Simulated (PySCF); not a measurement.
A structure optimised at PBE0-D3(BJ)/def2-TZVP, used in a PySCF frequency run:

```
O
C 1 1.3953
H 2 1.0975 1 108.86
H 2 1.1007 3 106.92 1 122.68
H 2 1.1007 3 106.92 4 114.63
Cd 1 1.9690 2 125.37 3 180.00
H 6 1.6406 2 162.06 3 180.00
```

**Question.** Write its SMILES, formula and point group.

**Answer.** C[O][CdH], CH4CdO, Cs

**Question.** What are its rotational constants (standard atomic weights)?

**Answer.** 52.371, 3.0874, 2.9698 GHz
